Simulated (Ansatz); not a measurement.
Species: C3HO2, net charge 1, singlet state. It need not be the lowest isomer of its formula. SMILES: O=C=C=C=[OH+]
Geometry: optimised at B3LYP-D3(BJ)/def2-TZVP (Ansatz, a program for electronic structure).

Parts of the frozen-core correlation energy in cc-pVTZ (Ansatz, hartree). Frozen orbitals: 5; correlated occupied orbitals by spin: 12 and 12; virtual: 147 and 147. No spin-orbit coupling. Non-relativistic.

| term | value |
|---|---|
| reference (HF) | -263.63765 |
| MP2 opposite-spin | -0.65509 |
| MP2 same-spin | -0.23654 |
| CCSD correlation | -0.88113 |
| (T) | -0.04872 |
| T1 diagnostic | 0.019 |
| largest doubles amplitude | 0.076 |
